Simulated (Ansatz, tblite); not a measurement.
Cost and result up the ladder for CuF₂ (3 atoms). Total charge 0; doublet. Geometry: PBE-D4/def2-TZVP.

```xyz
3

Cu    0.0001    0.0001    0.0001
F     0.0623    1.1210   -1.3263
F    -0.0624   -1.1211    1.3262
```

Ansatz on 4 threads of Arm Neoverse V2 on a shared host; xTB runs through tblite on one thread. Times are rough, summed over both states, and most runs start from the orbitals of an earlier one. PBE0-D4/def2-TZVP serves as the yardstick here, not as an exact answer. The other state is a triplet.

The xTB rows come from tblite. HOMO above LUMO, or a gap near zero within one spin, warns that the state may not be the lowest or that an electron is smeared out. The structure comes from a short search, and lower isomers may exist.

Raw xTB energies of ions are shifted by several eV, and xTB has no spin-polarisation term.

```csv
level,functions,wall time
GFN1-xTB,17,0.003 s
GFN2-xTB,17,0.003 s
PBE-D4/def2-TZVP,107,10 s
PBE0-D4/def2-TZVP,107,15 s
r2SCAN-D4/def2-TZVP,107,24 s
```

Task: Estimate what each level gives for the vertical IE (eV).

Result: 
| level | vertical IE (eV) | difference from PBE0-D4/def2-TZVP (eV) | remarks |
| --- | --- | --- | --- |
| GFN1-xTB | 15.34 | 2.53 | – |
| GFN2-xTB | 17.17 | 4.36 | – |
| PBE-D4/def2-TZVP | 12.08 | -0.73 | gap within one spin near zero (doublet) |
| PBE0-D4/def2-TZVP | 12.81 | 0.00 | – |
| r2SCAN-D4/def2-TZVP | 12.30 | -0.52 | – |
